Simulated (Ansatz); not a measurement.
C$_{2}$H$_{6}$GeO$_{2}$ (`[CH3][GeH2][O]C=O`), relaxed with RKS PBE-D4/def2-SVP in Ansatz from a rough embedded geometry. The force threshold is 0.03 eV/Å; the program also tests the step.

The species carries charge 0 and has multiplicity 1.

Start:

```xyz
11

C    -0.143   -1.066   -1.155
Ge   -1.010    0.207   -0.070
O    -0.083    0.367    1.490
C     1.155    0.943    1.576
O     1.816    1.251    0.536
H    -0.041   -2.049   -0.697
H    -0.688   -1.183   -2.148
H     0.906   -0.678   -1.437
H    -2.487   -0.299    0.189
H    -1.096    1.573   -0.798
H     1.671    0.933    2.513
```

(1) By how much does the energy fall, and how many steps does the optimiser take? (Best estimate.)

(2) Which bonds change most? (Estimate.)

(3) Give the relaxed structure. (Best estimate.)

## Answers

(1) Ansatz gave: 54.77 kJ/mol, in 7 steps.

(2) Computed: C1–Ge2 from 1.884 to 1.951 Å; Ge2–O3 from 1.821 to 1.882 Å; C4–H11 from 1.069 to 1.122 Å; C4–O5 from 1.271 to 1.219 Å.

(3) The calculation gave: 
```xyz
11

C    -0.070   -1.069   -1.216
Ge   -0.999    0.249   -0.119
O    -0.141    0.394    1.550
C     1.106    0.856    1.478
O     1.685    1.167    0.452
H     0.011   -2.027   -0.667
H    -0.638   -1.239   -2.153
H     0.942   -0.694   -1.456
H    -2.391   -0.232    0.361
H    -1.072    1.669   -0.729
H     1.566    0.925    2.499
```
